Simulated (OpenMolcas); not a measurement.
Co2+: moving or changing the point charges

Co2+ among 6 point charges of -1.5 e arranged as an octahedron (Oh), 1.92 Å from the ion.
```
   1.9200    0.0000    0.0000  -1.50
   0.0000    1.9200    0.0000  -1.50
  -1.9200    0.0000    0.0000  -1.50
   0.0000   -1.9200    0.0000  -1.50
   0.0000    0.0000    1.9200  -1.50
   0.0000    0.0000   -1.9200  -1.50
```

```json
{
  "Program": "OpenMolcas 26.06",
  "Method": "CASSCF",
  "Basis": "ANO-RCC-VDZP [5s4p2d1f]",
  "Scalar Hamiltonian": "DKH2, point nucleus",
  "Active space": "7 electrons in 5 orbitals (3d)",
  "State averaging": "2S+1 = 4 even, 10 roots; 2S+1 = 2 even, 40 roots",
  "Spin-orbit coupling": "RASSI with atomic mean-field integrals over the reference wave functions"
}
```

Runs around this geometry, states (labels of O, the rotations of Oh). Energies in cm-1 above the lowest state or level, χT in cm3 K/mol; under a threefold ground state the first gap can be a small split of the lowest multiplet, not the spin-orbit step; 10Dq and B are least-squares fits to the states below 45000 cm-1, weighted by degeneracy, with a free offset, and given where the rms deviation is under 5 % of |10Dq| (or 100 cm-1) and under 700 cm-1.

```json
{"R (Å)": "1.92", "q (e)": "-1.2", "Ground state": "4T1", "First state of that spin": "4T2 3141", "10Dq": "3443", "B (rms of fit)": "1232 (151)", "First gap with spin-orbit (degeneracies)": "341.3 (2, 4)", "χT at 300 K": "3.992", "First state of another spin": "2E 18307"}
{"R (Å)": "1.77", "q (e)": "-1.5", "Ground state": "4T1", "First state of that spin": "4T2 5634", "10Dq": "6055", "B (rms of fit)": "1229 (269)", "First gap with spin-orbit (degeneracies)": "359.3 (2, 4)", "χT at 300 K": "3.712", "First state of another spin": "2E 16529"}
{"R (Å)": "1.92", "q (e)": "-1.5", "Ground state": "4T1", "First state of that spin": "4T2 3953", "10Dq": "4303", "B (rms of fit)": "1231 (163)", "First gap with spin-orbit (degeneracies)": "351.6 (2, 4)", "χT at 300 K": "3.872", "First state of another spin": "2E 17801"}
{"R (Å)": "2.07", "q (e)": "-1.5", "Ground state": "4T1", "First state of that spin": "4T2 2829", "10Dq": "3098", "B (rms of fit)": "1232 (144)", "First gap with spin-orbit (degeneracies)": "335.2 (2, 4)", "χT at 300 K": "4.053", "First state of another spin": "2E 18523"}
```

Taking |10Dq| as R^-n, n = -ln(3098 / 6055) / ln(2.07 / 1.77) = 4.3 between the shortest and longest distance. The point-charge formula for a cubic d site gives n = 5.

Scaling the charges by -1.2 / -1.5 = 0.80 scales |10Dq| by 3443 / 4303 = 0.80; with fixed orbitals a first-order splitting would follow the charge.

An orbital triplet at a regular site is open to Jahn-Teller coupling, which can distort the site and quench the lowest spin-orbit gaps and is left out. Without dynamic correlation the repulsion within the d shell is too large (B by tens of per cent), so at a given field states of lower spin stand too high. This is an electrostatic model: the charges have no orbitals. No measured value stands beside these numbers.
